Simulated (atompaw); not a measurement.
## Pseudopotential generation for lanthanum: PAW (atompaw), LDA (PW92), scalar-relativistic.

* Element: La (Z = 57)
* Generator: atompaw 4.2.0.5
* Type: PAW
* Functional: LDA (PW92)
* Relativity: scalar-relativistic
* Frozen core: [Kr] 4d10
* Valence charge: 11
* Reference configuration: 4f0 5s2 5p6 5d1 6s0 6p0 (charge +2)
* Partial waves: 5s (bound); 6s (bound, empty); 5p (bound); 6p (bound, empty); 5d (bound); 5d channel at 4.15 Ry; 4f (bound, empty); 4f channel at 0.05 Ry
* Local potential: ultrasoft scheme with l = 4 at -0.5 Ry, radius 2.60 bohr
* Core correction: smooth core density matched at 1.70 bohr
* Augmentation charge: besselshape compensation charge, radius 2.75 bohr; PAW radius 3.00 bohr; waves and projectors: bloechl

All-electron outer shells of the reference configuration (LDA (PW92), scalar-relativistic, ld1.x):

```csv
shell,level (eV),outermost node (bohr),outermost maximum (bohr)
4p,-212.45,0.34,0.63
4d,-116.66,0.32,0.68
5s,-51.77,0.77,1.41
5p,-35.08,0.83,1.58
4f,-17.32,–,0.75
5d,-14.86,0.95,2.16
6s,-13.68,1.83,3.39
6p,-9.95,2.13,4.03
```

(1) Estimate the cutoffs (Ry, on a coarse ladder) from which the occupation-weighted sum of valence levels, in a spherical-Bessel basis at the reference potential, stays within 10 and 1 mRy of its value at 400 Ry.

(2) What does a ghost test show?

(3) Is the overlap operator S = 1 + Σ q|β⟩⟨β| positive definite (Bessel basis up to 400 Ry)?

Answers

(1) 15 Ry and 21 Ry.

(2) No extra level below or beside the all-electron valence levels (s, p, d, f tested).

(3) Yes: its lowest eigenvalue is 0.40 (s channel).
